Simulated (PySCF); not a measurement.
GaBr2, SMILES [Br][Ga+][Br], charge +1. Atoms are numbered in the order given.

```xyz
3

Ga     0.0000     0.0000     0.0000
Br     0.0000     0.0000    -2.1652
Br     0.0000     0.0000     2.1652
```
Charge +1, spin multiplicity 1.

The structure is a stationary point at ωB97X-D3(BJ)/def2-SVP. The multiplicity is an assumed one; no other spin state was optimised. The isomer is the one that the SMILES or the coordinates give; other isomers of the formula were not compared.

Level of theory: ωB97X-D3(BJ)/def2-SVP run with PySCF.

Frequencies are harmonic and unscaled.

Modes within 1.5 cm⁻¹ of each other (mostly degenerate sets) share a row, with their intensities summed.

Computed normal modes with their intensities:
```json
[
 {"mode": "1–2", "ν (cm⁻¹)": "92", "IR (km/mol)": "16.3", "moving atoms (share of kinetic energy)": "Ga 70 %, Br 30 %"},
 {"mode": "3", "ν (cm⁻¹)": "264", "IR (km/mol)": "0.0", "moving atoms (share of kinetic energy)": "Br 100 %"},
 {"mode": "4", "ν (cm⁻¹)": "483", "IR (km/mol)": "59.0", "moving atoms (share of kinetic energy)": "Ga 70 %, Br 30 %"}
]
```
